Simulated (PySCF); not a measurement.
# Identify the compound

Molecular formula: C₆H₁₅NSi. Simulated spectra:

¹H NMR (500 MHz, computed): δ 8.78 (m, 1H), 8.70 (m, 1H), 4.77 (q, 1H), 0.97 (s, 9H), 0.24 (d, 3H).

¹³C{¹H} NMR (computed): δ 171.3 (CH2), 27.7 (CH3), 20.9 (C), -4.6 (CH3).

Calculated, not measured (PySCF 2.14): GIAO PBE0/pcSseg-1 shieldings, structure optimised with GFN2-xTB. One conformer, equivalent nuclei averaged, no relativistic terms, isolated molecule.

References, each an isolated molecule treated in the same way: ¹H and ¹³C vs TMS.

What is the structure?

Results:


- The formula gives 1 degree of unsaturation (no ring in the answer).
- 4 carbon signals for 6 carbons: some carbons are equivalent by symmetry or fast rotation.
- Carbon types of the structure: 1 × C, 1 × CH2, 4 × CH3, leaving 1 H on heteroatoms.
- δC 171.3: C=N carbon.
- δC 27.7: methyl carbon; aliphatic region, no heteroatom directly attached.
- δC 20.9: fully substituted sp3 carbon bonded to Si.
- δC -4.6: methyl carbon bonded to Si; an electropositive neighbour leaves it electron-rich and shielded.
- δH 8.78, 8.70: hydrogen on a C=N carbon.
- δH 4.77: hydrogen on a silicon bonded to 2 C, N.
- δH 0.24: hydrogen on a methyl carbon bonded to Si; an electropositive neighbour shields it, as in TMS itself.

Structure: `C=N[Si@H](C)C(C)(C)C`.

The data come from this structure; uniqueness wasn't tested.

Shifts are as computed. Against solution values, carbons near 30 ppm lie about +3 ppm off and those near 130 ppm about +5 ppm. Of 1309 compounds with measured shifts, 239 miss one by over three times the rms of a fit or turn the order of signals round; such compounds aren't used in these exercises. No couplings were computed; multiplicities are counted from neighbouring protons, with m where these are inequivalent, close in shift, in a saturated or five-membered ring or joined by F or P, and br s for small geminal =CH2 splittings.
